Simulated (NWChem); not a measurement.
CCl₂FNOSi; SMILES O=C=N[Si](F)(Cl)Cl

```xyz
7

O     -0.0019     3.5985     0.1951
C     -0.0016     2.4492     0.0268
N     -0.0014     1.2624    -0.1551
Si     0.0000    -0.4167    -0.2812
F     -0.0005    -0.8138    -1.8335
Cl    -1.6667    -1.1961     0.5734
Cl     1.6689    -1.1933     0.5717
```
Atoms are numbered in this order, from 1.

All runs: NWChem. Pople sets run with spherical d functions. STO-3G and 3-21G are far too small for this property and stand as cheap habits. All runs use the structure optimised with PBE0/def2-SVP. Field at 589 nm.

```tsv
level	isotropic polarisability (bohr³)	anisotropy (bohr³)
B3LYP/STO-3G	30.5	27.2
B3LYP/6-31G*	54.8	31.8
B3LYP/def2-SVP	(withheld)	(withheld)
```

### Question
Complete the blanks.

### Answer

- B3LYP/def2-SVP, isotropic polarisability (bohr³): 52.4
- B3LYP/def2-SVP, anisotropy (bohr³): 31.3
